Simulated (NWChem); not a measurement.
CH$_{3}$BrGeO, singlet; SMILES C[O][Ge][Br]

```xyz
7

Ge     0.8722    -0.6566    -0.0004
Br    -0.3753     1.3750    -0.0017
O     -0.4173    -1.8629     0.0033
C     -1.8193    -1.8143     0.0069
H     -2.1998    -0.7792    -0.0124
H     -2.2070    -2.3532    -0.8732
H     -2.2024    -2.3171     0.9102
```
Atoms are numbered in this order, from 1.

All runs: NWChem. Pople sets run with spherical d functions. Low-valent species are run as closed-shell singlets; no triplet was tried in these runs. All runs use the structure optimised with PBE0/def2-SVP. Vzz is the largest principal value of the second derivative of the potential at the nucleus (NWChem prints the opposite sign); η is the asymmetry. Non-relativistic.

| level | Vzz Ge1 (a.u.) | η Ge1 | Vzz Br2 (a.u.) | η Br2 | Vzz O3 (a.u.) | η O3 |
|---|---|---|---|---|---|---|
| PBE/def2-SVP | -1.925 | 0.75 | 2.686 | 0.53 | 1.377 | 0.18 |
| PBE/cc-pVTZ | -2.159 | 0.89 | 2.604 | 0.56 | 1.422 | 0.17 |
| PBE0/def2-SVP | -2.158 | 0.82 | 2.792 | 0.48 | 1.430 | 0.12 |
| PBE0/6-31G* | [?] | 0.86 | 2.683 | 0.48 | [?] | 0.11 |

### Question
What belongs in the gaps?

### Answer

- PBE0/6-31G*, Vzz Ge1 (a.u.): -2.018
- PBE0/6-31G*, Vzz O3 (a.u.): 1.386
